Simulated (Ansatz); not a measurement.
Start from `O[SiH](F)N[SiH2]F` and change one atom or group to get `F[SiH2]N[SiH2]F`.

Ansatz, PBE0-D4/def2-TZVP geometries, multiplicity 1. Each molecule was computed in one conformer, which needn't be the lowest.

```csv
property,`O[SiH](F)N[SiH2]F`
size of the dipole moment (B3LYP/def2-TZVPP) / D,1.45
HOMO–LUMO gap (PBE/def2-TZVPP) / eV,6.80
HOMO–LUMO gap (B3LYP/def2-TZVPP) / eV,8.54
HOMO energy (ωB97M-V/def2-TZVPP) / eV,-11.13
LUMO energy (PBE0/def2-TZVPP) / eV,0.37
LUMO energy (ωB97M-V/def2-TZVPP) / eV,1.83
```

Q: What does the change do to each property? (Estimate.)

A: The calculation gave: 
```
                                        property  `F[SiH2]N[SiH2]F`  shift
size of the dipole moment (B3LYP/def2-TZVPP) / D               2.42   0.97
             HOMO–LUMO gap (PBE/def2-TZVPP) / eV               6.75  -0.05
           HOMO–LUMO gap (B3LYP/def2-TZVPP) / eV               8.51  -0.03
           HOMO energy (ωB97M-V/def2-TZVPP) / eV             -11.24  -0.11
              LUMO energy (PBE0/def2-TZVPP) / eV               0.18  -0.19
           LUMO energy (ωB97M-V/def2-TZVPP) / eV               1.76  -0.07
```

With PBE0 the HOMO falls by 0.10 eV and the LUMO falls by 0.19 eV, so the gap narrows by about 0.09 eV. PBE moves the HOMO by -0.14 eV and ωB97M-V by -0.11 eV. Dipoles are sizes alone; their direction can turn.

Positive LUMOs are unbound, so they and the gaps depend on the basis.

B3LYP here is the variant with VWN-RPA as its local correlation; programs differ in this.
